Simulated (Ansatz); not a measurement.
`[GeH3][I]` + `NC=O` → `O=C[NH][GeH3]` + HI at 500 K and 1 bar (ligand exchange at a Ge–I bond).

Isolated molecules relaxed with PBE0-D4/def2-TZVP in Ansatz; ΔE leaves out vibrations. CCSD(T)/CBS is the MP2 limit (def2-TZVPP, def2-QZVPP) plus CCSD(T) − MP2 in def2-TZVPP, frozen cores. This one scheme is used for every species. Elements past krypton have def2 core potentials. For Ge, I outer-core shells are correlated without core-valence functions, which leaves a few kJ/mol of doubt a bond. Scalar relativity is left out up to krypton. Each species was taken in one conformer, which may not be the lowest.

| species | CCSD(T)/CBS energy (Eh) | H − E (kJ/mol) | S (J/(mol·K)) |
| --- | --- | --- | --- |
| `[GeH3][I]` | -2375.37957 | 88.4 | 317.4 |
| `NC=O` | -169.73435 | 144.8 | 288.7 |
| `O=C[NH][GeH3]` | -2247.05298 | 195.4 | 372.4 |
| HI | -298.03592 | 28.6 | 221.6 |

H − E and S are ideal-gas, rigid-rotor, harmonic terms from PBE0-D4/def2-TZVP, for one conformer and one mirror image of each species. 1 Eh = 2625.50 kJ/mol, R = 8.31446 J/(mol·K).

Q: By hand: ΔE, ΔH, ΔS and ΔG.

A: ΔE = (-2247.05298) + (-298.03592) − (-2375.37957) − (-169.73435) = 0.02502 Eh = 65.7 kJ/mol. Δ(H − E) = 195.4 + 28.6 − 88.4 − 144.8 = -9.2, so ΔH = 56.5 kJ/mol. ΔS = 372.4 + 221.6 − 317.4 − 288.7 = -12.1 J/(mol·K). ΔG = 56.5 − 500 × (-12.1)/1000 = 62.5 kJ/mol.

Q: By hand: the equilibrium constant, and the temperature at which ΔG would vanish if ΔH and ΔS stayed fixed.

A: log₁₀ K = −ΔG/(RT ln 10) = -6.5. ΔH and −TΔS have one sign here, so there is no such temperature.

The number of gas molecules stays the same, so ΔS is small and ΔH decides. A doubt of 5 kJ/mol in ΔE shifts log₁₀ K by 0.5 here. Other conformers and mirror images would add mixing entropy, several J/(mol·K) or more a flexible species. These are equilibria of isolated gas molecules and say nothing of rates. Largest T1 diagnostic: 0.016 (customary marks: 0.02 for closed shells, 0.045 for open ones).

ΔS is within the doubt of such terms, so its sign, and with it that verdict, could turn.
